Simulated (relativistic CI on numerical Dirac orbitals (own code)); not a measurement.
## Pt⁵⁺: sensitivity of the levels to the model

Base calculation: Dirac-Coulomb-Breit CI, separate exchange-only KLI orbitals for each configuration, model QED (radiative potential, 1s self-energy scaled to tabulated hydrogen-like ionisation energies), valence Slater integrals scaled by 0.85, P86 correlation energy added to each configuration.

CI space (outside the closed core [Kr] 4d10 4f14): 5s2 5p6 5d5, 5s2 5p6 5d4 6s, 5s2 5p6 5d4 5f, 5s2 5p6 5d4 6p, 5s2 5p6 5d3 6s2, 5s2 5p6 5d4 5g, 5s2 5p5 5d6, 5s2 5p6 5d4 6d, 5s2 5p6 5d4 7s, 5s2 5p6 5d3 6s 6p, 5s2 5p6 5d4 7p, 5s2 5p6 5d4 6f, 5s2 5p6 5d4 7d, 5s2 5p4 5d7, 5s 5p6 5d6. Levels of other configurations are missing.

Variants: (1) no correlation estimate; (2) configuration mixing switched off; (3) one mean potential for all configurations. Shifts of the energy above 5s2 5p6 5d5 6S_5/2, in cm⁻¹, for the lowest level and the first level of each name with at least 55 % of one term (blank where a level changes its place among those of its configuration and J or its character, or is not in the variant):

| Level | Base | Δ(1) | Δ(2) | Δ(3) |
| --- | --- | --- | --- | --- |
| 5s2 5p6 5d5 6S_5/2 | 0.0 | 0.0 | 0.0 | 0.0 |
| 5s2 5p6 5d5 4G_7/2 | 24373.4 | -5.5 | +224.7 | -68.7 |
| 5s2 5p6 5d5 4G_11/2 | 26381.9 | +1.1 | -491.6 | -101.5 |
| 5s2 5p6 5d5 4G_9/2 | 27617.9 | -1.5 | -308.0 | -112.9 |
| 5s2 5p6 5d5 4P_1/2 | 27741.0 | -22.9 | +1874.5 | -75.9 |
| 5s2 5p6 5d5 4D_7/2 | 33031.2 | -12.6 | +623.9 | -136.8 |
| 5s2 5p6 5d5 4D_1/2 | 37371.5 | -25.0 | +1435.6 | -171.3 |
| 5s2 5p6 5d5 2I_11/2 | 39260.0 | +5.5 | -1317.5 | -195.7 |
| 5s2 5p6 5d5 2I_13/2 | 43673.1 | +8.9 | -1781.6 | -235.5 |
| 5s2 5p6 5d5 2D_3/2 | 52414.7 | -17.4 | +1817.5 | -228.8 |
| 5s2 5p6 5d5 2S_1/2 | 56116.0 | -41.8 | +3006.1 | -179.4 |
| 5s2 5p6 5d5 2H_11/2 | 59790.4 | -0.3 | -437.6 | -336.1 |
| 5s2 5p6 5d5 2P_3/2 | 79097.3 | -51.8 | +3820.0 | -199.3 |
| 5s2 5p6 5d5 2P_1/2 | 84695.2 | -54.0 | +3750.6 | -275.6 |

At this charge configurations can still be misplaced by up to about 7 % of their energy. Levels and lines within the n = 5 or 6 shells can be off by up to 10 % or somewhat more, and those that change n by about 2 %, since core polarisation is missing.

Ionisation energy from the two ground configurations alone: base 75.52 eV; no correlation estimate 74.1 eV. The NIST ASD value (theoretical) is 75 eV.

LS names give the leading component of a level, which can be under half, so a name can repeat, a term be missing and a line seem to break the LS rules.
